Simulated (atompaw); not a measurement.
## Er: one change to a PAW (atompaw) potential, before and after

| Item | Value |
| --- | --- |
| Element | erbium |
| Generator | atompaw 4.2.0.5 |
| Type | PAW |
| Functional | PBE |
| Relativity | scalar-relativistic |
| Frozen core | [Kr] 4d10 4f11 |
| Valence charge | 11 |
| Reference configuration | 5s2 5p6 5d0 6s0 6p0 (charge +3) |
| Partial waves | 5s (bound): rc 2.20 bohr; 6s (bound, empty): rc 2.50 bohr; 5p (bound): rc 1.65 bohr; 6p (bound, empty): rc 2.50 bohr; 5d (bound, empty): rc 2.50 bohr; 5d channel at -1.3 Ry: rc 2.50 bohr |
| Local potential | bessel scheme, radius 1.75 bohr |
| Core correction | smooth core density matched at 1.80 bohr |
| Augmentation charge | besselshape compensation charge, radius 1.95 bohr; PAW radius 2.50 bohr; waves and projectors: custom polynom gramschmidtortho |

All-electron outer shells of the reference configuration (PBE, scalar-relativistic, ld1.x):

| shell | level (eV) | outermost node (bohr) | outermost maximum (bohr) |
| --- | --- | --- | --- |
| 5s | -81.99 | 0.60 | 1.10 |
| 5p | -55.37 | 0.65 | 1.26 |
| 4f | -35.44 | – | 0.51 |
| 5d | -24.98 | 0.72 | 1.70 |
| 6s | -23.68 | 1.46 | 2.73 |
| 6p | -17.74 | 1.71 | 3.26 |

Change: local potential bessel scheme, radius 1.44 bohr.

Cutoffs: the cutoffs (Ry, on a coarse ladder) from which the occupation-weighted sum of valence levels, in a spherical-Bessel basis at the reference potential, stays within 10 and 1 mRy of its value at 400 Ry; they do not see the model core or the augmentation charge, which bear on the density cutoff.

Q: What does the change do?

A: The potential gets neither clearly harder nor softer (21 Ry and 35 Ry → 21 Ry and 35 Ry); the range in which the s phases agree narrows (upper end 3.9 → 1.8); the range in which the p phases agree narrows (upper end at the end of the scan → -0.1); neither file shows a bound ghost.

```tsv
quantity	base	changed
cutoff, loose	21 Ry	21 Ry
cutoff, tight	35 Ry	35 Ry
bound ghosts	none	none
s: phases at 2.52 bohr within 0.05 rad from the reference energy up to (Ry; the scan ends near 5)	3.9	1.8
p: phases at 2.52 bohr within 0.05 rad from the reference energy up to (Ry; the scan ends near 5)	to the end of the scan	-0.1
d: phases at 2.52 bohr within 0.05 rad from the reference energy up to (Ry; the scan ends near 5)	2.1	to the end of the scan
lowest overlap eigenvalue by channel	s 0.23, p 0.60, d 0.94	s 0.67, p 0.63, d 0.93
```

 The cutoffs see the waves, projectors and local potential, not the compensation charge or the core.
